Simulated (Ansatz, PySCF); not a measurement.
Members of the series GeXY, Y = H; each row names its spin state. Gas-phase values, no solvent. One relaxed conformer stands for each flexible species; it need not be the lowest. Strings in code marks are SMILES.

Quantity: adiabatic spin-state energy, in kcal/mol. HF references are unrestricted for open shells and restricted for singlets.

Level 1: BLYP/cc-pVTZ // PBE0-D3(BJ)/def2-TZVP (Ansatz, a quantum-chemistry and plane-wave program)
Level 2: PBE-D3(BJ)/def2-TZVP // PBE0-D3(BJ)/def2-TZVP (PySCF)
Level 3: B3LYP/LANL2DZ // PBE0-D3(BJ)/def2-TZVP (PySCF)
Level 4: HF/6-31G* // PBE0-D3(BJ)/def2-TZVP (PySCF)

| species | level 1 | level 2 | level 3 | level 4 |
|---|---|---|---|---|
| `[AlH2][GeH]`: multiplicity 3 minus multiplicity 1 | 9.11 | 5.71 | 4.69 | -7.55 |
| `[C-]#[N+][GeH]`: multiplicity 3 minus multiplicity 1 | 40.7 | 36.6 | 35.3 | 23.8 |
| `[NH2][GeH]`: multiplicity 3 minus multiplicity 1 | 45.1 | 42.1 | 45.1 | 29.4 |
| `[CH3][GeH]`: multiplicity 3 minus multiplicity 1 | 29.7 | 25.7 | 24.3 | 11.2 |
| `N#[C][GeH]`: multiplicity 3 minus multiplicity 1 | 34.6 | 29.9 | 28.6 | 15.3 |
